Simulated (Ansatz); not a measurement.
## Molecular dynamics of BH₅N₂O

The input (input.yaml):

```yaml
crystal:
  periodic: [false, false, false]
  atoms:
    - { symbol: B, position_ang: [-0.027605, -0.016373, -0.077045] }
    - { symbol: O, position_ang: [0.0278, 0.031594, 1.339583] }
    - { symbol: H, position_ang: [-0.829478, -0.044081, 1.807986] }
    - { symbol: "N", position_ang: [1.226523, 0.117261, -0.742859] }
    - { symbol: H, position_ang: [1.34945, 0.08921, -1.748402] }
    - { symbol: H, position_ang: [2.075736, 0.244738, -0.202624] }
    - { symbol: "N", position_ang: [-1.262392, -0.188584, -0.790023] }
    - { symbol: H, position_ang: [-2.162907, -0.300148, -0.335478] }
    - { symbol: H, position_ang: [-1.306627, -0.215017, -1.804039] }
basis:
  gaussian: { orbitals: "6-31G" }
hamiltonian:
  xc: pbe
md:
  timestep: 0.5
  n_steps: 150
  ensemble: nvt_langevin
  temperature: 1500.0
  initial_velocities: maxwell_boltzmann
  seed: 69013
  friction: 0.01
```

Command:

```bash
$ ansatz run input.yaml --threads 1 --pin off --max-ram 2048MiB --backend cpu --events-out ev --progress --plain --runs-dir out
```

It starts from a relaxed structure.

Output, in part (one step line in 6, the closing report, with atoms numbered from 0):

```
md step     0: t =     0.00 fs  T =  1333.3 K  F+E_penalty+E_count = -5779.62669511 eV  E_kin = 1.551120 eV  (23 SCF iters)
md step     6: t =     3.00 fs  T =   581.3 K  F+E_penalty+E_count = -5778.71289771 eV  E_kin = 0.676192 eV  (27 SCF iters)
md step    12: t =     6.00 fs  T =   644.0 K  F+E_penalty+E_count = -5778.91464090 eV  E_kin = 0.749202 eV  (27 SCF iters)
md step    18: t =     9.00 fs  T =   645.7 K  F+E_penalty+E_count = -5778.95338193 eV  E_kin = 0.751177 eV  (27 SCF iters)
md step    24: t =    12.00 fs  T =   398.1 K  F+E_penalty+E_count = -5778.69496763 eV  E_kin = 0.463101 eV  (26 SCF iters)
md step    30: t =    15.00 fs  T =   632.9 K  F+E_penalty+E_count = -5778.96957088 eV  E_kin = 0.736222 eV  (22 SCF iters)
md step    36: t =    18.00 fs  T =   450.4 K  F+E_penalty+E_count = -5778.74037943 eV  E_kin = 0.523973 eV  (24 SCF iters)
md step    42: t =    21.00 fs  T =   785.9 K  F+E_penalty+E_count = -5779.16936233 eV  E_kin = 0.914316 eV  (25 SCF iters)
md step    48: t =    24.00 fs  T =   885.1 K  F+E_penalty+E_count = -5779.13454390 eV  E_kin = 1.029649 eV  (26 SCF iters)
md step    54: t =    27.00 fs  T =   645.3 K  F+E_penalty+E_count = -5778.66285672 eV  E_kin = 0.750665 eV  (27 SCF iters)
md step    60: t =    30.00 fs  T =   979.1 K  F+E_penalty+E_count = -5778.93346174 eV  E_kin = 1.138972 eV  (27 SCF iters)
md step    66: t =    33.00 fs  T =   866.3 K  F+E_penalty+E_count = -5778.60357433 eV  E_kin = 1.007747 eV  (26 SCF iters)
md step    72: t =    36.00 fs  T =   717.4 K  F+E_penalty+E_count = -5778.67306448 eV  E_kin = 0.834562 eV  (27 SCF iters)
md step    78: t =    39.00 fs  T =  1074.5 K  F+E_penalty+E_count = -5779.15064605 eV  E_kin = 1.249953 eV  (25 SCF iters)
md step    84: t =    42.00 fs  T =   651.2 K  F+E_penalty+E_count = -5778.87389904 eV  E_kin = 0.757569 eV  (27 SCF iters)
md step    90: t =    45.00 fs  T =   857.1 K  F+E_penalty+E_count = -5779.20399656 eV  E_kin = 0.997103 eV  (24 SCF iters)
md step    96: t =    48.00 fs  T =   842.5 K  F+E_penalty+E_count = -5779.18094897 eV  E_kin = 0.980128 eV  (23 SCF iters)
md step   102: t =    51.00 fs  T =   766.6 K  F+E_penalty+E_count = -5778.94559489 eV  E_kin = 0.891823 eV  (24 SCF iters)
md step   108: t =    54.00 fs  T =   784.2 K  F+E_penalty+E_count = -5779.04335315 eV  E_kin = 0.912297 eV  (24 SCF iters)
md step   114: t =    57.00 fs  T =   580.3 K  F+E_penalty+E_count = -5778.85267621 eV  E_kin = 0.675046 eV  (24 SCF iters)
md step   120: t =    60.00 fs  T =   563.6 K  F+E_penalty+E_count = -5779.01028481 eV  E_kin = 0.655647 eV  (24 SCF iters)
md step   126: t =    63.00 fs  T =   719.9 K  F+E_penalty+E_count = -5779.14030508 eV  E_kin = 0.837546 eV  (23 SCF iters)
md step   132: t =    66.00 fs  T =   579.9 K  F+E_penalty+E_count = -5779.06261574 eV  E_kin = 0.674641 eV  (25 SCF iters)
md step   138: t =    69.00 fs  T =   642.5 K  F+E_penalty+E_count = -5779.05386990 eV  E_kin = 0.747459 eV  (26 SCF iters)
md step   144: t =    72.00 fs  T =   524.6 K  F+E_penalty+E_count = -5778.94961350 eV  E_kin = 0.610294 eV  (27 SCF iters)
md step   150: t =    75.00 fs  T =   743.7 K  F+E_penalty+E_count = -5778.98782118 eV  E_kin = 0.865133 eV  (25 SCF iters)
Total energy: -5778.98784481 eV, -212.3738861583 hartree
Atom 0 at    -0.102481     0.028278     0.128390 Å, force     1.736365    -0.065198    -1.827640 eV/Å
Atom 1 at    -0.328457    -0.335895     1.440917 Å, force    -0.876690    -0.073747     1.296449 eV/Å
Atom 2 at    -1.202821    -0.570451     1.821493 Å, force     0.073719     0.097462    -0.412212 eV/Å
Atom 3 at     1.350844     0.163015    -0.116411 Å, force    -3.120102    -0.939687     2.259795 eV/Å
Atom 4 at     1.606439     0.423632    -0.985634 Å, force     1.308865     1.333803    -3.864501 eV/Å
Atom 5 at     2.114661    -0.132822     0.458182 Å, force     0.033330    -0.266528     0.785762 eV/Å
Atom 6 at    -1.099545     0.210055    -0.977240 Å, force    -0.586972    -0.126435     1.078874 eV/Å
Atom 7 at    -2.082854     0.484084    -0.666271 Å, force     1.551878    -0.600170    -0.962441 eV/Å
Atom 8 at    -0.984828    -0.089459    -1.983764 Å, force    -0.120392     0.640499     1.645914 eV/Å
Dipole moment:    -0.309197    -0.120429    -0.241724 e Å
```

The run went to its last step. The mean temperature of the second half is 52 % below the set value. A run of 0.075 ps of so small a system gives no equilibrium averages. Limits of this set-up: no polarisation functions.

The same pairs are bonded in the first frame and the last. Pairs count as bonded within 1.25 times the sum of covalent radii (0.12 Å more for H–H).

Last frame:

```xyz
9
Properties=species:S:1:pos:R:3
B -0.102 0.028 0.128
O -0.329 -0.336 1.441
H -1.203 -0.571 1.821
N 1.351 0.163 -0.116
H 1.606 0.424 -0.986
H 2.115 -0.133 0.458
N -1.099 0.210 -0.977
H -2.083 0.484 -0.666
H -0.985 -0.089 -1.984
```

The run took 3.2 min on 1 thread of Arm Neoverse V2, with other jobs on the host, peak memory 0.09 GiB.
